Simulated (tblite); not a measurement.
Species: C2H10OSi4 (charge -1 and doublet state).
Geometry (GFN2-xTB, Å), atoms numbered from 1 in this order:
```
atom  x, y, z in Å
C1     3.2427    0.5765   -0.7930
C2     2.1683   -0.2336   -0.6276
Si3    0.4854    0.2710    0.0294
O4     0.3014    1.8784   -0.4558
Si5   -1.0410    0.4984    2.0513
Si6   -2.6251   -0.6546    0.8150
Si7   -1.1843   -1.0255   -0.9557
H8     3.1460    1.6533   -0.7612
H9     4.2433    0.2089   -0.9837
H10    2.3774   -1.3033   -0.6368
H11    0.8683    2.1434   -1.1745
H12   -0.4938   -0.4324    3.0938
H13   -1.7296    1.4283    3.0165
H14   -3.2835   -1.8741    1.3473
H15   -3.8381    0.1330    0.4763
H16   -0.8401   -2.4638   -1.1045
H17   -1.8042   -0.7919   -2.2877
```

Computed values, GFN2-xTB/tblite, gas phase, harmonic and unscaled. Against measured fundamentals such values can be off by several per cent, at times by over 20. Modes of hydrogen on silicon can be 10 to 20 % off. One conformer, not necessarily the lowest. Open shells enter through the occupations alone, without spin polarisation, and single modes of such species can be off by tens of per cent.

Harmonic wavenumbers (cm⁻¹): 45.8, 65.8, 100.1, 121.0, 128.7, 165.6, 210.4, 221.1, 274.0, 300.4, 326.7, 339.6, 351.4, 408.0, 430.7, 436.2, 454.9, 462.6, 500.8, 506.2, 527.9, 601.5, 612.1, 666.0, 703.1, 725.6, 874.2, 880.2, 894.4, 924.4, 926.2, 998.6, 1276.4, 1388.8, 1519.5, 1789.7, 1863.4, 1955.3, 1979.7, 1986.8, 2005.9, 2944.2, 3005.5, 3036.7, 3675.7.

A = 1964, B = 783.8, C = 653.2 MHz; mass 161.981 u (most abundant isotopes); point group C1, symmetry number 1; spin multiplicity 2.

Problem. Zero-point energy?

Solution. ½Σν̃ = 21806 cm⁻¹ = 260.86 kJ/mol.

Problem. Entropy at 500 K, 1 bar (ideal gas, RRHO, classical rotation)?

Solution. Translation 183.05, rotation 132.59, vibration 276.31, spin (R ln 2) 5.76: S = 597.7 J/(mol K).

Problem. And Cp and H(500 K) − H(0)?

Solution. Cp = 268.75 J/(mol K), of which vibrations give 235.49 (their classical limit is 45 R = 374.2); H(500 K) − H(0) = 86.12 kJ/mol without the zero-point energy, 69.50 from vibrations.

Problem. Which modes carry the vibrational entropy at 500 K?

Solution. 45.8 cm⁻¹: 25.17; 65.8 cm⁻¹: 22.16; 100.1 cm⁻¹: 18.69; 121.0 cm⁻¹: 17.13; 128.7 cm⁻¹: 16.62; 165.6 cm⁻¹: 14.56 J/(mol K); the other 39 give 161.98 together.

Problem. How do the functions run with temperature in this model?

Solution. 
```
 T (K)  S (J/(mol K))  Cp (J/(mol K))  H − H(0) (kJ/mol)  G − H(0) (kJ/mol)  ln q(vib)
   150          358.5           130.3              11.75             -42.02       3.86
   250          439.2           187.5              27.80             -82.01       7.57
298.15          474.1           208.6              37.35            -104.01       9.37
   400          540.6           243.3              60.47            -155.76      13.07
   600          648.5           288.8             114.04            -275.09      19.76
   900          774.1           329.6             207.36            -489.35      28.39
```

q(vib) and H(0) count from the zero-point level.

Problem. What must be added to the electronic energy to get the Gibbs energy at 500 K and 1 bar?

Solution. ZPE + [H(500 K) − H(0)] − T·S = 260.86 + 86.12 − 298.85 = 48.13 kJ/mol.

Hindered rotation and anharmonicity are outside this model. Other conformers, if any are populated, would add a mixing term that is left out. The structure is chiral; the term R ln 2 for an equal mix with its mirror image is left out.
